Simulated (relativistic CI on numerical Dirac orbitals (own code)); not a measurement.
Spin-allowed bands of a d2 ion in an octahedral site, by hand

Problem. Take Δ = 8190 cm⁻¹ and B = 910 cm⁻¹ for a d2 ion in an octahedral site. Calculate the three spin-allowed bands.

Working.
1. The terms of highest spin are 3F (energy 0) and 3P (15B = 13650 cm⁻¹). Here the F term splits into A2 at +1.2Δ = 9828, T2 at +0.2Δ = 1638 and T1 at −0.6Δ = -4914 cm⁻¹.
2. The two T1 states mix through the element 0.4Δ: H = [[-4914, 3276], [3276, 13650]], with roots ½(H₁₁ + H₂₂) ∓ ½√[(H₂₂ − H₁₁)² + 4H₁₂²] = ½(8736) ∓ ½(19686) = -5475 and 14211 cm⁻¹.
3. The ground term is 3T1 at -5475 cm⁻¹.
4. Bands: 3T2 7113 cm⁻¹ (1406 nm), 3A2 15303 cm⁻¹ (653 nm), 3T1(P) 19686 cm⁻¹ (508 nm).

Check. Exact diagonalisation of the whole d2 shell with these parameters gives 3T2 7113, 3A2 15303, 3T1 19686 cm⁻¹. The match is exact, since without spin-orbit coupling no other term has this spin. The ratio of the second band to the first, 2.151, depends on Δ/B = 9.0 alone, which is how a Tanabe-Sugano diagram is read.
